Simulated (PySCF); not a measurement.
methoxysilylmethanol (C2H8O2Si), SMILES CO[SiH2]CO.

The structure is a stationary point at PBE-D3(BJ)/def2-SVP. One conformer was computed; it need not be the lowest.

Level of theory: PBE-D3(BJ)/def2-SVP in PySCF.

Frequencies are harmonic and unscaled.

Computed harmonic wavenumbers and intensities:
```
mode  ν (cm⁻¹)  IR (km/mol)  moving atoms (share of kinetic energy)
----  --------  -----------  --------------------------------------
1           58          1.3         O 32 %, C 26 %, H 24 %, Si 19 %
2           95          4.7         O 31 %, H 31 %, C 20 %, Si 17 %
3          106          2.7         H 49 %, O 21 %, C 19 %, Si 11 %
4          120          4.4                  H 62 %, O 24 %, Si 9 %
5          225          7.4         O 38 %, H 25 %, C 22 %, Si 15 %
6          288          0.9                   O 53 %, C 32 %, H 9 %
7          331        149.8                                  H 93 %
8          487         12.9                                  H 93 %
9          692         30.5                          H 79 %, Si 9 %
10         704         19.8                 C 40 %, Si 26 %, H 26 %
11         744         23.4         O 34 %, Si 29 %, H 19 %, C 18 %
12         821         37.1                          H 69 %, C 24 %
13         872        271.1                         H 78 %, Si 19 %
14         939         89.2                                  H 91 %
15        1026         87.4                  O 46 %, C 41 %, H 12 %
16        1108         81.9                                  H 88 %
17        1120        150.6                  O 35 %, C 32 %, H 31 %
18        1135          0.8                          H 76 %, C 19 %
19        1170         97.0                  H 51 %, O 24 %, C 24 %
20        1236          0.8                          H 74 %, C 24 %
21        1333         28.6                          H 82 %, C 10 %
22        1400          3.6                                  H 94 %
23        1421          3.7                                  H 97 %
24        1423          5.4                                  H 97 %
25        1426         11.0                          H 88 %, C 10 %
26        2107        140.6                                  H 97 %
27        2144        118.9                                  H 97 %
28        2910         82.3                                  H 97 %
29        2919         37.3                                  H 94 %
30        2977         43.3                          H 90 %, C 10 %
31        3027          8.9                           H 91 %, C 9 %
32        3035         29.8                           H 91 %, C 9 %
33        3694         22.7                                  H 94 %
```
